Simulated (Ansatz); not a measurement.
FGeH (SMILES [F][GeH]) moved off its minimum; all values from Ansatz (a first-principles code), cores frozen in correlated methods.
(charge 0, multiplicity 1)
```xyz
3

Ge    -0.0485    -0.1300     0.3346
H     -0.8952    -1.0511    -0.8868
F      0.5115     0.9686    -0.9485
```

### Question
Give the forces (eV/Å), the total energy and the dipole at CCSD(T)/aug-cc-pVTZ.

### Answer

```
atom      Fx      Fy      Fz
----  ------  ------  ------
Ge1   -0.593  -0.460  -1.643
H2     0.549   0.509   1.171
F3     0.043  -0.049   0.473
```
Energy -2175.8563 hartree, dipole 2.18 D.
